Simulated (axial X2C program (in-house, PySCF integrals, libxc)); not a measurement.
**Outer orbitals of CuSn at 2.473 Å, r2SCAN0**

All values were computed with an in-house relativistic program for diatomic molecules. Spin-free means the one-electron spin-free X2C Hamiltonian; two-component (2c) means X2C with spin–orbit coupling and atomic mean-field two-electron Coulomb and Gaunt terms, so the difference of the two also holds small scalar two-electron terms. Basis: Sn dyall-v3z [11s12p9d1f], Cu dyall-v3z [9s9p6d3f2g] (cores contracted in-house); Gaussian nuclei, density fitting, unrestricted open shells. Masses: Sn 119.902 u, Cu 62.930 u.

The distance is close to the 2c PBE0 minimum; the highest filled and lowest empty levels are listed.

Spin-free orbitals, state M_S = 1/2, Λ = 1 (beyond evenly filled blocks: π+α) (Löwdin shares):

```
symmetry  occupied  ε (eV)              atomic character
     δ-α       yes  -28.84                     100% Sn d
     δ-β       yes  -28.76                     100% Sn d
     δ+β       yes  -28.76                     100% Sn d
     π+α       yes  -28.68                     100% Sn d
     π-α       yes  -28.66                     100% Sn d
      σα       yes  -28.63                     100% Sn d
     π-β       yes  -28.61                     100% Sn d
     π+β       yes  -28.61                     100% Sn d
      σβ       yes  -28.59                     100% Sn d
      σα       yes  -12.57  73% Sn s, 11% Cu p, 10% Cu s
      σβ       yes  -11.57  71% Sn s, 11% Cu s, 10% Cu p
     π+α       yes   -7.92             96% Cu d, 4% Sn p
      σα       yes   -7.80    91% Cu d, 5% Sn p, 3% Sn s
      σβ       yes   -7.75    90% Cu d, 4% Sn s, 4% Sn p
     π+β       yes   -7.75                      98% Cu d
     π-β       yes   -7.75                      98% Cu d
     π-α       yes   -7.70             96% Cu d, 3% Sn p
     δ+α       yes   -7.62                     100% Cu d
     δ-β       yes   -7.61                     100% Cu d
     δ+β       yes   -7.61                     100% Cu d
     δ-α       yes   -7.61                     100% Cu d
      σα       yes   -5.90   54% Sn p, 36% Cu s, 4% Sn s
      σβ       yes   -5.74   52% Sn p, 38% Cu s, 5% Sn s
     π+α       yes   -4.94   84% Sn p, 10% Cu p, 6% Cu d
     π-α        no   -3.29   83% Sn p, 12% Cu p, 5% Cu d
     π-β        no   -2.23   79% Sn p, 18% Cu p, 3% Cu d
     π+β        no   -2.23   79% Sn p, 18% Cu p, 3% Cu d
      σα        no   -1.55  39% Cu p, 34% Cu s, 20% Sn p
```

Spinors with spin–orbit coupling (state Ω = 1/2):

```csv
ω,occupied,ε (eV),atomic character,λ mixture
-5/2,yes,-28.37,100% Sn d,100% δ
5/2,yes,-28.28,100% Sn d,100% δ
-3/2,yes,-28.21,100% Sn d,"83% π, 17% δ"
3/2,yes,-28.18,100% Sn d,"87% π, 13% δ"
1/2,yes,-28.16,100% Sn d,"64% σ, 36% π"
-1/2,yes,-28.16,100% Sn d,"58% σ, 42% π"
-1/2,yes,-12.54,"73% Sn s, 11% Cu p, 10% Cu s",100% σ
1/2,yes,-11.52,"71% Sn s, 11% Cu s, 10% Cu p",100% σ
1/2,yes,-8.00,"95% Cu d, 3% Sn p","87% π, 13% σ"
-1/2,yes,-7.90,"95% Cu d, 3% Sn p","51% σ, 49% π"
3/2,yes,-7.80,99% Cu d,"58% δ, 42% π"
-3/2,yes,-7.78,99% Cu d,"63% δ, 37% π"
1/2,yes,-7.69,"90% Cu d, 4% Sn p, 4% Sn s","87% σ, 13% π"
-1/2,yes,-7.65,"94% Cu d, 4% Sn p","51% π, 49% σ"
3/2,yes,-7.58,98% Cu d,"58% π, 42% δ"
-3/2,yes,-7.55,97% Cu d,"63% π, 37% δ"
5/2,yes,-7.49,100% Cu d,100% δ
-5/2,yes,-7.48,100% Cu d,100% δ
-1/2,yes,-5.89,"54% Sn p, 36% Cu s, 4% Sn s","100% σ, 0% π"
1/2,yes,-5.75,"53% Sn p, 37% Cu s, 4% Sn s","96% σ, 4% π"
1/2,yes,-5.02,"83% Sn p, 9% Cu p, 6% Cu d","96% π, 4% σ"
-3/2,no,-3.13,"83% Sn p, 12% Cu p, 5% Cu d",100% π
-1/2,no,-2.33,"78% Sn p, 17% Cu p, 4% Cu d","98% π, 2% σ"
3/2,no,-2.09,"77% Sn p, 19% Cu p, 3% Cu d",100% π
-1/2,no,-1.51,"39% Cu p, 33% Cu s, 21% Sn p","98% σ, 2% π"
```

Question: How does the gap between the highest filled and lowest empty level change from the spin-free to the 2c table?

Answer: From 1.65 to 1.89 eV at r2SCAN0, a change of 0.24 eV.

Mulliken charges and populations of the two-component result (they depend on the basis, above all on diffuse functions):

Sn 0.07 e (s 9.89 p 20.00 d 20.03 f 0.01), Cu -0.07 e (s 7.09 p 12.12 d 9.86). ⟨Lz⟩ = 0.99 ħ and ⟨Sz⟩ = -0.49 ħ (-0.51 and 0.02 on the two atoms), which add up to Ω.

One determinant describes the state; a PBE0 search over occupations chose it and may have missed a lower one. Density functionals use the spin component along the axis (collinear). The functionals have no current-density term, which raises determinants with orbital currents, atoms included.
